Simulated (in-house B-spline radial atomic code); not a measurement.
A fraction x of an electron is removed from 5s in In2+, starting from [Kr] 4d10 5s1 and keeping the highest spin. Level of theory: scalar-relativistic (X2C) BLYP, spin-polarised, spherical fractional occupations, Fermi nucleus of rms radius 4.6156 fm; calculated with a B-spline radial code for spherical atoms.

```json
{"x": "0", "E(x) - E(0) (eV)": "0.0000", "5s up level (eV)": "-24.181"}
{"x": "0.03", "E(x) - E(0) (eV)": "0.7295", "5s up level (eV)": "-24.450"}
{"x": "0.2", "E(x) - E(0) (eV)": "5.0158", "5s up level (eV)": "-25.980"}
{"x": "0.32", "E(x) - E(0) (eV)": "8.1986", "5s up level (eV)": "-27.067"}
{"x": "0.47", "E(x) - E(0) (eV)": "12.3611", "5s up level (eV)": "-28.435"}
{"x": "0.5", "E(x) - E(0) (eV)": "13.2183", "5s up level (eV)": "-28.710"}
{"x": "0.62", "E(x) - E(0) (eV)": "16.7296", "5s up level (eV)": "-29.812"}
{"x": "0.68", "E(x) - E(0) (eV)": "18.5349", "5s up level (eV)": "-30.366"}
{"x": "0.81", "E(x) - E(0) (eV)": "22.5608", "5s up level (eV)": "-31.572"}
{"x": "0.96", "E(x) - E(0) (eV)": "27.4017", "5s up level (eV)": "-32.975"}
{"x": "1", "E(x) - E(0) (eV)": "28.7282", "5s up level (eV)": "-"}
```

The exact functional would give a straight line between the two integer points. Deviations E(x) - E(0) - x[E(1) - E(0)], in eV: -0.132 at x = 0.03, -0.73 at x = 0.2, -0.994 at x = 0.32, -1.141 at x = 0.47, -1.146 at x = 0.5, -1.082 at x = 0.62, -1 at x = 0.68, -0.709 at x = 0.81, -0.177 at x = 0.96.

The curve lies below the straight line by up to 1.146 eV (at x = 0.5): convex, the delocalisation error that favours fractional charges.

Q: How well does Slater's transition state (minus the level at half occupation) give the ionisation energy?

A: It gives 28.710 eV against 28.728 eV from the two total energies; NIST lists 28.04 eV, ground level to ground level.
